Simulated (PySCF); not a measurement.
Si(H)2(Br)(OH) (BrH3OSi), SMILES O[SiH2]Br. The structure is a stationary point at PBE-D3(BJ)/def2-TZVP. The values are those of a single conformer.

Task: Give the equilibrium geometry at PBE-D3(BJ)/def2-TZVP (PySCF confirms it by a frequency run) as a Z-matrix. (Estimate from the structure and the level; the computed values follow.)

Result: Several could match; the one computed here: 
```
Si
O 1 1.6518
H 2 0.9701 1 116.91
H 1 1.4839 2 105.64 3 -177.71
H 1 1.4911 4 112.85 2 123.20
Br 1 2.2405 4 108.66 5 116.80
```
Charge 0, spin multiplicity 1.
